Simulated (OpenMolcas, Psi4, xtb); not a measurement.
# GeSiNH7 (SMILES [SiH3][NH][GeH3]): the dipole moment, rung by rung

GeSiNH7: 10 atoms, total charge 0, spin state singlet. As SMILES, `[SiH3][NH][GeH3]`. The shape is that of a PBE0-D4/def2-TZVP optimisation.

Quantity: the dipole moment, in D. The values are calculated.

| level | kind | program | value (D) | CPU time |
| --- | --- | --- | --- | --- |
| GFN2-xTB | semi-empirical | xtb | 0.87 | under 2 s |
| HF/def2-SVP | Hartree–Fock | OpenMolcas | 1.05 | 17 s |
| SVWN5/def2-SVP | LDA | OpenMolcas | 1.03 | 45 s |
| revPBE/def2-SVP | GGA | OpenMolcas | 1.03 | 58 s |
| r2SCAN/def2-SVP | meta-GGA | OpenMolcas | 1.05 | 78 s |
| PBE0/def2-SVP | global hybrid | OpenMolcas | 1.03 | 64 s |
| wB97X-D/def2-SVP (density fitting) | range-separated hybrid | Psi4 | 1.05 | 6.2 s |

All-electron rows without a relativistic Hamiltonian named are non-relativistic. The values span 0.87 to 1.05 D. Magnitudes only. CPU times are rough (shared hosts, several kinds of processor): they show what a rung costs within a factor of a few.
